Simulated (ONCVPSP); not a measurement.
**Building the ONCV potential for Mg (Z = 12) (PBEsol, scalar-relativistic).**

```json
{
 "Element": "Mg (Z = 12)",
 "Generator": "ONCVPSP 4.0.1",
 "Type": "optimised norm-conserving Vanderbilt (ONCV)",
 "Functional": "PBEsol",
 "Relativity": "scalar-relativistic",
 "Frozen core": "[Ne]",
 "Valence charge": "2",
 "Reference configuration": "3s1 3p1",
 "Partial waves": "3s: rc 2.60 bohr, ncon 4, nbas 9, qcut 3.3 1/bohr, local; 3p: rc 3.05 bohr, ncon 4, nbas 7, qcut 2.7 1/bohr, 3 projectors, debl 1.7 Ha; d scattering state at 0.15 Ha: rc 2.90 bohr, ncon 3, nbas 7, qcut 3.5 1/bohr, 1 projector",
 "Local potential": "the s channel",
 "Core correction": "none"
}
```

All-electron outer shells of the reference configuration (PBEsol, scalar-relativistic, ld1.x):

```json
{"shell": "2s", "level (eV)": "-81.67", "outermost node (bohr)": "0.18", "outermost maximum (bohr)": "0.55"}
{"shell": "2p", "level (eV)": "-48.62", "outermost node (bohr)": "–", "outermost maximum (bohr)": "0.48"}
{"shell": "3s", "level (eV)": "-5.62", "outermost node (bohr)": "0.90", "outermost maximum (bohr)": "2.50"}
{"shell": "3p", "level (eV)": "-2.06", "outermost node (bohr)": "0.95", "outermost maximum (bohr)": "3.37"}
```

Task: Estimate the cutoffs (Ha) at which the residual kinetic energy of the hardest occupied pseudo-wave falls to 1 and 0.1 mHa per electron.

Result: 3.5 Ha and 4.8 Ha.

Task: What does a ghost test show?

Result: No bound ghost flagged; no localised positive-energy state flagged.

Task: Which valence shell sets the plane-wave cutoff?

Result: 3s: 3 Ha for 1 mHa per electron, against 1 Ha for 3p.

Task: Tests: 3s2 3p0; 3s1 3p0; 3s1.5 3p0; 3s0 3p1. Which has the largest error in its energy relative to the reference configuration, and how large is it?

Result: 3s0 3p1, with +33 meV (all-electron minus pseudo) on +8.76 eV.
